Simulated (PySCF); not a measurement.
C₈H₉N₃O₂, SMILES c1(OC)oc(-c2cccn2C)nn1.

Geometry: PBE0-D3(BJ)/def2-SVP. The structure was generated by enumeration, and PubChem lists no compound with its InChIKey, so it may never have been made. One conformer was computed; it need not be the lowest.

These are PBE/def2-SVP (PySCF) values and carry that method's errors.

Gas-phase values at a fixed geometry.

Computed frontier levels, gap, dipole moment and polarisability:
| Property | Value |
|---|---|
| highest occupied level | -4.91 eV |
| lowest empty level | -1.40 eV |
| orbital gap | 3.51 eV |
| dipole moment | 3.13 D |
| quadrupole, principal values (traceless, Buckingham form, about the centre of nuclear charge) | -22.04, -6.82, 28.86 D·Å |
| mean static polarisability | 115.3 bohr³ (17.09 Å³) |
| polarisability, principal values | 58.3, 116.3, 171.4 bohr³ |
